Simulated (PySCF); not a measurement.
## How methods differ on the ionisation energy of Au⁺

Au⁺ [Xe] 4f14 5d10 (1S) → Au²⁺ [Xe] 4f14 5d9 (2D), as a difference of total energies. Calculation: PySCF 2.14, in def2-QZVPPD with the def2 core potential (60 electrons); scalar relativity through the core potential. Correlated levels: valence and next inner shell: nothing frozen outside the core potential. The calculations carry no spin-orbit coupling.

```
                                method  ionisation energy (eV)  difference from reference (eV)
                                   UHF                  18.974                          -1.229
    MP2 (valence and next inner shell)                  20.921                          +0.718
SCS-MP2 (valence and next inner shell)                  20.693                          +0.490
   CCSD (valence and next inner shell)                  20.501                          +0.298
CCSD(T) (valence and next inner shell)                  20.625                          +0.422
```

Reference: 20.203 ± 0.025 eV (measured; NIST Atomic Spectra Database, ionization energies).

The reference lies between the lowest fine-structure levels, while these numbers refer to the centres of the terms.

Errors of the correlated levels include the incompleteness of this basis.
